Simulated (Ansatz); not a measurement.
## Group exchange: C2H6 + Si3H8O2 → SiH3(CH3) + CH8O2Si2

Gas-phase species: C2H6 `CC`, singlet; Si3H8O2 `O[SiH]([SiH3])O[SiH3]`, singlet; SiH3(CH3) (methylsilane), singlet; CH8O2Si2 `CO[SiH](O)[SiH3]`, singlet. The partners trade CH3 for SiH3: C–CH3 and O–SiH3 bonds give way to C–SiH3 and O–CH3.

Shapes, held fixed at every level: PBE0-D4/def2-TZVP. Flexible molecules stand in one conformer, not always the lowest. Programs: Ansatz 0.2.0. The zero-point and thermal change to 298 K, harmonic and unscaled (PBE0-D4/def2-TZVP), is -3.7 kJ/mol.

Q: Estimate ΔH(298 K) of this reaction.

A: The highest level, CCSD(T)/CBS estimate, gives ΔH(298 K) = +151.4 kJ/mol; the levels span +133.6 to +159.4. The column of differences is taken from that level and isn't an error. No measured value is set beside it here. The CBS estimate extrapolates MP2 from def2-TZVPP and def2-QZVPP and adds CCSD(T) − MP2 in the triple-zeta set, cores frozen.

```tsv
level	kind	ΔH(298 K) (kJ/mol)	less CCSD(T)/CBS estimate
HF/def2-TZVPP	Hartree–Fock	+159.4	+8.0
SPW92/def2-TZVPP	LDA	+133.6	-17.8
r2SCAN-D4/def2-TZVPP	meta-GGA	+145.6	-5.8
BHLYP-D4/def2-TZVPP	global hybrid	+156.3	+4.9
PBE0-D4/def2-TZVPP	global hybrid	+141.3	-10.1
wB97M-V/def2-TZVPP	range-separated hybrid	+145.4	-6.0
MP2/def2-SVP	perturbation theory	+145.0	-6.4
CCSD(T)/CBS estimate	coupled cluster or CI	+151.4	0.0
```
